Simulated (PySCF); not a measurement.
A geometry optimisation on `F[C@H]1COB(Br)O1`.

Method: PBE0-D3(BJ)/def2-SVP geometry optimisation, gas phase (PySCF 2.14.0). Start geometry: GFN2-xTB. The input is one job of a driver script: a line of settings, then coordinates in Å.

Command:
```bash
OMP_NUM_THREADS=1 python probes_run.py task.json out
```

Input:
```
{"job": {"xc": "PBE0", "basis": "def2-SVP", "d3": "d3bj", "grid": 1, "shake": 0.01, "kind": "geom"}, "charge": 0, "multiplicity": 1}
F     -1.010100    -1.129400     1.385630
C     -0.772780    -0.644400     0.119010
C     -0.536800     0.883930     0.157500
O      0.888280     1.024810    -0.144540
B      1.357500    -0.210590    -0.418940
Br     3.106210    -0.506600    -0.902270
O      0.426550    -1.198710    -0.325060
H     -1.590860    -0.953940    -0.512540
H     -0.710350     1.286170     1.185880
H     -1.107210     1.427800    -0.565710
```

Output:
```
step   0  E = -2926.19888055  max force = 0.037158
step   1  E = -2926.20182833  max force = 0.011107
step   2  E = -2926.20349243  max force = 0.003336
step   3  E = -2926.20365960  max force = 0.001076
step   4  E = -2926.20368074  max force = 0.000328
step   5  E = -2926.20368844  max force = 0.000572
step   6  E = -2926.20369430  max force = 0.000491
step   7  E = -2926.20369901  max force = 0.000336
optimisation converged
```

Energies in Eh; «max force» is the largest Cartesian gradient component in Eh/bohr.

Question: How much energy does the optimisation release, in eV?

Answer: E(step 0) − E(last step) = 0.004818 Eh, which is 0.131 eV.

Main results: final energy -2926.20370 Eh after 7 steps; dipole 2.93 D.

Question: Estimate the wall time. Hardware: Arm Neoverse V2, one thread, no GPU, on a shared host. And the peak memory of the process?

Answer: About 65 s, with 0.51 GiB resident at the peak, the Python interpreter and its libraries included.
Labels such as C1 count atoms from 1, the log's own numbers from 0.
